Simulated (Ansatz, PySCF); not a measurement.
2-methylprop-2-en-1-amine (C4H9N), SMILES C=C(CN)C. Atoms are numbered in the order given.

```xyz
14

C      0.6721     1.6797    -0.2234
C      0.4344     0.3623    -0.1776
C      1.4838    -0.6486     0.1956
C     -0.9358    -0.1965    -0.4959
N     -1.4610    -0.9687     0.6293
H      1.6608     2.0920    -0.0016
H     -0.1150     2.3910    -0.4917
H      2.4347    -0.1719     0.4741
H      1.1265    -1.2714     1.0301
H      1.6728    -1.3381    -0.6465
H     -0.8398    -0.8879    -1.3538
H     -1.5923     0.6327    -0.8320
H     -1.6822    -0.3437     1.4053
H     -2.3309    -1.4330     0.3705
```
Charge 0, spin multiplicity 1.

Geometry optimised at B3LYP-D3(BJ)/def2-SVP. Other conformers were not sampled.

Two levels are set side by side: PBE-D3(BJ)/def2-SVP (Ansatz, a quantum-chemistry and plane-wave program) and B3LYP-D3(BJ)/def2-SVP (Ansatz). Each level has its own optimised geometry; the coordinates shown are those of the second. Frequencies come from the Hessian of PySCF at each geometry. Differences are taken from unrounded values.

```
quantity                            B3LYP-D3(BJ)  PBE-D3(BJ)  PBE-D3(BJ) minus B3LYP-D3(BJ)
----------------------------------  ------------  ----------  -----------------------------
mean bond length (Å)                       1.198       1.204                          0.007
bond C1–C2 (Å)                             1.339       1.349                          0.009
bond C2–C3 (Å)                             1.504       1.505                          0.000
bond C2–C4 (Å)                             1.514       1.517                          0.003
bond C4–N5 (Å)                             1.462       1.465                          0.003
bond C1–H6 (Å)                             1.094       1.102                          0.008
bond C1–H7 (Å)                             1.094       1.102                          0.008
bond C3–H8 (Å)                             1.100       1.107                          0.007
bond C3–H9 (Å)                             1.101       1.109                          0.008
bond C3–H10 (Å)                            1.105       1.112                          0.008
bond C4–H11 (Å)                            1.106       1.115                          0.009
bond C4–H12 (Å)                            1.110       1.119                          0.010
bond N5–H13 (Å)                            1.021       1.029                          0.008
bond N5–H14 (Å)                            1.019       1.027                          0.008
highest harmonic wavenumber (cm⁻¹)          3569        3492                            -78
mean harmonic wavenumber (cm⁻¹)             1528        1487                            -41
zero-point energy (kcal/mol)               78.64       76.54                          -2.10
```

Exact exchange shortens and stiffens bonds; PBE has none. Differences between two approximate levels are no errors against the true value.
